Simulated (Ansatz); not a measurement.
Wavefunction ladder for CH7GeNSi, SMILES `[SiH3]/N=[CH]\[GeH3]`

```xyz
11

Si   -1.431    0.523    1.124
N     0.300    0.643    1.216
C     1.176    0.256    0.399
Ge    0.915   -0.665   -1.354
H    -1.884   -0.248    2.306
H    -1.973    1.903    1.181
H    -1.927   -0.146   -0.117
H     2.231    0.436    0.662
H     0.092    0.218   -2.305
H     0.195   -2.006   -1.153
H     2.307   -0.914   -1.960
```

The species carries charge 0 and has multiplicity 1. Correlated methods include outer-core shells of Ge, which these sets cover unevenly. Scalar relativity is left out up to krypton. The structure was optimised at the PBE0-D4/def2-TZVP level. Frozen core, restricted reference, the Gaussian-basis code of Ansatz.

| basis | HF (Eh) | MP2 corr. |
| --- | --- | --- |
| def2-SVP | -2460.23186 | -0.62968 |
| def2-TZVPP | -2460.71254 | -0.74993 |
| def2-QZVPP | -2460.76837 | -1.04694 |

Task: Estimate the CCSD correlation energy and the (T) correction in each basis where they were run (hartree).

Result: 
```csv
basis,CCSD corr.,(T)
def2-SVP,-0.67528,-0.02208
def2-TZVPP,-0.79257,-0.03249
```
